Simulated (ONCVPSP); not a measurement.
**cadmium: ONCV pseudisation with PBEsol, scalar-relativistic reference atom.**

cadmium (Cd), optimised norm-conserving Vanderbilt (ONCV), made with ONCVPSP 4.0.1 (PBEsol, scalar-relativistic). Core [Ar] 3d10, reference 4s2 4p6 4d10 5s1.5 (charge +0.5). Waves: 4s+5s: rc 1.40 bohr, ncon 3, nbas 6, qcut 8.5 1/bohr, 2 projectors; 4p: rc 1.50 bohr, ncon 3, nbas 7, qcut 9 1/bohr, 2 projectors, debl 2.4 Ha; 4d: rc 1.25 bohr, ncon 5, nbas 9, qcut 8.3 1/bohr, 3 projectors, debl 2.1 Ha. Local part: polynomial inside 1.05 bohr (lpopt 3, dvloc0 0 Ha). Core correction: polynomial model core, fcfact 0.35.

In the p channel the program set the typed energies aside and used -2.615, 0.250 Ha.

Poles of the logarithmic derivatives, all-electron (AE) and pseudo (PS). s: poles at -3.4 (AE) and -3.4 (PS) Ha. p: poles at -2.0 (AE) and -2.0 (PS) Ha. d: poles at 2.0 (AE) and 2.0 (PS) Ha. Test radii: s 1.42, p 1.52, d 1.27 bohr.

- Cutoffs needed: 36 Ha and 132 Ha (the cutoffs (Ha) at which the residual kinetic energy of the hardest occupied pseudo-wave falls to 1 and 0.1 mHa per electron)
- Ghost test: no bound ghost flagged; GHOST(+) flagged for s at 318.0 eV
- Largest excitation error: -5.4 meV (all-electron minus pseudo) for 4s2 4p6 4d10 5s0, out of 4 test configurations
- rms error of d²Exc/dni dnj: 3.02 mHa without and 1.21 mHa with the model core
